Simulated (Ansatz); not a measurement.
Reaction (ligand exchange at the Sn–O bond): `CC(C)[O][Sn][OH]` + H–F → `CC(C)[O][Sn][F]` + H₂O

Computed with Ansatz on PBE0-D4/def2-TZVP structures; ΔE is electronic, products minus reactants. CCSD(T)/CBS adds triple-zeta CCSD(T) − MP2 to the extrapolated MP2 energy (def2 sets, frozen cores). This one scheme is used for every species. def2 core potentials past Kr. For Sn outer-core shells are correlated without core-valence functions, which leaves a few kJ/mol of doubt a bond. Each species was taken in one conformer, which may not be the lowest.

`CC(C)[O][Sn][OH]`:

```xyz
14

C    -0.909    0.642   -0.260
C     0.589    0.541   -0.026
C     0.918    0.540    1.456
O     1.174   -0.584   -0.627
Sn    0.823   -2.305   -1.522
O    -1.151   -2.325   -1.709
H    -1.299    1.576    0.152
H    -1.433   -0.181    0.238
H    -1.139    0.627   -1.328
H     1.060    1.426   -0.480
H     0.559    1.453    1.940
H     0.447   -0.317    1.946
H     1.996    0.470    1.603
H    -1.634   -1.563   -1.384
```

H–F:

Z-matrix (Å, degrees):
```
F
H 1 0.920
```

`CC(C)[O][Sn][F]`:

Z-matrix (Å, degrees):
```
C
C 1 1.518
H 1 1.093 2 110.3
H 1 1.092 2 110.3 3 120.5
H 1 1.093 2 110.7 3 -119.8
C 2 1.518 1 112.1 3 58.5
O 2 1.416 1 111.0 3 -66.1
H 2 1.098 1 108.5 3 178.2
H 6 1.092 2 110.3 1 -179.0
H 6 1.093 2 110.7 1 61.3
H 6 1.093 2 110.3 1 -58.6
Sn 7 1.956 2 133.9 1 62.5
F 12 1.958 7 98.6 2 0.0
```

H₂O:

Cartesian coordinates in Å:
```
O -0.151 0.233 -0.273
H -0.563 -0.047 0.547
H 0.713 -0.185 -0.273
```

```
           species  SCS-MP2/def2-QZVPP energy (Eh)
`CC(C)[O][Sn][OH]`                      -483.05740
               H–F                      -100.36288
 `CC(C)[O][Sn][F]`                      -507.09158
               H₂O                       -76.34808
```

(1) Work out ΔE.

Largest T1 diagnostic among the species: 0.016.

## Answers

(1) ΔE = (-507.09158) + (-76.34808) − (-483.05740) − (-100.36288) = -0.01938 Eh = -12.2 kcal/mol. CCSD(T)/CBS gives -12.3 kcal/mol.

In def2-TZVPP, CCSD(T) changes the Hartree–Fock value by +2.4 kcal/mol (the triples alone add +0.4 kcal/mol) and MP2 by +3.2 kcal/mol.
